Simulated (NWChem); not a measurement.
System: C2H4N cation; SMILES [NH+]#CC

Here is an NWChem input.

```
start job
memory heap 200 mb stack 900 mb global 1100 mb
charge 1
geometry units angstroms noautosym nocenter noautoz
  C     -0.000063    -1.265084    -0.000052
  C     -0.000136     0.165839    -0.000311
  N     -0.000180     1.311978    -0.000859
  H     -0.708650    -1.626166    -0.764217
  H     -0.307489    -1.626255     0.995663
  H      1.016039    -1.626079    -0.231670
  H     -0.000336     2.329171    -0.002272
end
basis spherical
  C library 6-31+g*
  N library 6-31+g*
  H library 6-31+g*
end
dft
  xc b3lyp
  iterations 150
end
property
  response 1 0.0
end
task dft property
```

The geometry was optimised at PBE0/def2-SVP.

Static field.

### Question
Give the results of this calculation. (B3LYP/6-31+G* (spherical d).) Quantities: isotropic polarisability (bohr³); anisotropy (bohr³).

### Answer
isotropic polarisability (bohr³): 23.7
anisotropy (bohr³): 20.8
